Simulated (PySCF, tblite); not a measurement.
Isomers of C4H12N2SSi, one GFN2-xTB conformer each. Single-point energies are computed at PBE0/pcSseg-1 (PySCF, gas phase, no added dispersion term), electronic only.

| SMILES | GFN2-xTB relative energy (kJ/mol) |
| --- | --- |
| CS[C@@H]1CC[Si]1(N)N | 94.0 |
| C/N=C\CN(C)[SiH2]S | 6.8 |
| C/N=C\[C@@H](C)N[SiH2]S | 0.0 |
| NCC1(N[SiH2]S)CC1 | 28.0 |

Conformers: `[CH3:1][S:2][C@@H:3]1[CH2:4][CH2:5][Si:6]1([NH2:7])[NH2:8]` with C1–S2–C3–C4 -73°, C5–Si6–N7–H -48° and 180°, C5–Si6–N8–H 41° and -96°; `[CH3:1]/[N:2]=[CH:3]\[CH2:4][N:5]([CH3:6])[SiH2:7][SH:8]` with N2–C3–C4–N5 160°, C3–C4–N5–C6 -72°, C4–N5–Si7–S8 -166°, N5–Si7–S8–H 57°; `[CH3:1]/[N:2]=[CH:3]\[C@@H:4]([CH3:5])[NH:6][SiH2:7][SH:8]` with N2–C3–C4–C5 169°, C3–C4–N6–Si7 149°, C4–N6–Si7–S8 -37°, N6–Si7–S8–H -176°; `[NH2:1][CH2:2][C:3]1([NH:4][SiH2:5][SH:6])[CH2:7][CH2:8]1` with H–N1–C2–C3 59° and -60°, N1–C2–C3–N4 61°, C2–C3–N4–Si5 56°, C3–N4–Si5–S6 39°, N4–Si5–S6–H 47°.

Problem. What does PBE0/pcSseg-1 give for the same structures?

Solution. 
```csv
SMILES,PBE0/pcSseg-1 E (Eh),PBE0/pcSseg-1 (kJ/mol),GFN2-xTB (kJ/mol),point group
CS[C@@H]1CC[Si]1(N)N,-956.24621,0.0,94.0,C1
NCC1(N[SiH2]S)CC1,-956.20656,104.1,28.0,C1
C/N=C\[C@@H](C)N[SiH2]S,-956.20427,110.1,0.0,C1
C/N=C\CN(C)[SiH2]S,-956.19647,130.6,6.8,C1
```

GFN2-xTB puts C/N=C\[C@@H](C)N[SiH2]S lowest instead; measured from each level's own lowest isomer, the values differ by up to 123.8 kJ/mol (C/N=C\CN(C)[SiH2]S: 6.8 against 130.6). As drawn, the lowest has a four-membered ring, an N–H bond and an Si–C bond, which the highest lacks; the highest has a C=N bond and an S–H bond, which the lowest lacks. Neighbours under 10 kJ/mol apart (NCC1(N[SiH2]S)CC1 and C/N=C\[C@@H](C)N[SiH2]S) can change places with a better method, another conformer or zero-point energy.

Problem. Which frontier levels, dipoles and rotational constants go with these structures?

Solution. 
```json
{"SMILES": "CS[C@@H]1CC[Si]1(N)N", "HOMO (eV, PBE0/pcSseg-1)": "-5.98", "LUMO (eV)": "1.01", "dipole (D)": "1.51", "A, B, C (MHz)": "2274, 912.3, 818.2"}
{"SMILES": "NCC1(N[SiH2]S)CC1", "HOMO (eV, PBE0/pcSseg-1)": "-6.63", "LUMO (eV)": "0.37", "dipole (D)": "3.12", "A, B, C (MHz)": "1959, 955.3, 833.1"}
{"SMILES": "C/N=C\\[C@@H](C)N[SiH2]S", "HOMO (eV, PBE0/pcSseg-1)": "-6.55", "LUMO (eV)": "-0.24", "dipole (D)": "2.61", "A, B, C (MHz)": "1755, 946.6, 757.4"}
{"SMILES": "C/N=C\\CN(C)[SiH2]S", "HOMO (eV, PBE0/pcSseg-1)": "-6.51", "LUMO (eV)": "-0.13", "dipole (D)": "1.90", "A, B, C (MHz)": "4086, 529.7, 511.5"}
```

Problem. What happens when harmonic zero-point energies from GFN2-xTB frequencies are added?

Solution. 
| SMILES | ZPE (kJ/mol) | electronic (kJ/mol) | with ZPE (kJ/mol) |
| --- | --- | --- | --- |
| CS[C@@H]1CC[Si]1(N)N | 423.5 | 0.0 | 0.0 |
| NCC1(N[SiH2]S)CC1 | 410.7 | 104.1 | 91.3 |
| C/N=C\[C@@H](C)N[SiH2]S | 405.9 | 110.1 | 92.5 |
| C/N=C\CN(C)[SiH2]S | 404.8 | 130.6 | 111.9 |

The zero-point energies span 18.7 kJ/mol. The order is unchanged.
